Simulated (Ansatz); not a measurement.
**Two structures, one formula**

Two relaxed structures of SiNH$_{3}$Te, closed shell (PBE0-D4/def2-TZVP; forces vanish, vibrations not checked).

A:

```xyz
6
angstrom
Si -1.0516 0.0791 -0.9369
N 0.1328 -0.8241 -0.0931
Te 1.1240 -0.5061 1.6592
H 0.3919 -1.7183 -0.4897
H -1.0813 1.2478 0.0450
H 2.4710 0.1654 0.9488
```

B:

Si1  (-0.852, 0.089, -0.658)
N2  (0.112, -0.995, 0.002)
Te3  (1.658, -0.970, 1.214)
H4  (-1.938, -0.368, -1.548)
H5  (-0.782, 1.562, -0.474)
H6  (1.802, 0.682, 1.464)
(Å)

Program: Ansatz 0.2.0. Basis: def2-TZVPP. Cores are frozen in the correlated methods. Filled d shells of the heavier atoms are correlated. Core potentials replace the inner electrons of the atoms past krypton. The def2 sets are not built for correlating such inner shells, so the correlated values are less sure here. B3LYP uses VWN-RPA correlation.

Task: Which structure is lower at CCSD(T), and by how much? (An estimate is asked for; the value comes from the calculation.)

Result: The calculation gives: A, by 11.35 kcal/mol (electronic energy, against the other). By their contacts, A is SiNH₃Te ([SiH][NH][TeH]) and B is SiNH₃Te ([SiH2][N][TeH]).

All methods give the same order:

```json
{"method": "PBE-D4", "E(B) − E(A) (kcal/mol)": "9.51"}
{"method": "r2SCAN-D4", "E(B) − E(A) (kcal/mol)": "7.52"}
{"method": "PBE0-D4", "E(B) − E(A) (kcal/mol)": "11.45"}
{"method": "B3LYP-D4", "E(B) − E(A) (kcal/mol)": "10.77"}
{"method": "wB97M-V", "E(B) − E(A) (kcal/mol)": "13.85"}
{"method": "HF", "E(B) − E(A) (kcal/mol)": "14.64"}
{"method": "MP2", "E(B) − E(A) (kcal/mol)": "7.93"}
{"method": "CCSD", "E(B) − E(A) (kcal/mol)": "12.92"}
{"method": "CCSD(T)", "E(B) − E(A) (kcal/mol)": "11.35"}
```

The T1 diagnostic stays at or below 0.018. The restricted Hartree–Fock reference is unstable towards an unrestricted one at one or more of these structures.

Labels in which every atom is bracketed show which atoms are joined, not bond orders.

For scale, one of the runs: CCSD(T)/def2-TZVPP, 165 basis functions, launched by `ansatz run in.yaml --threads 2 --pin off --events-out ev --progress --plain --max-ram 4352MiB`. The run took 50 s on 2 CPU threads of an Arm Neoverse V2 (shared host), with 1.4 GiB of host memory at its peak.
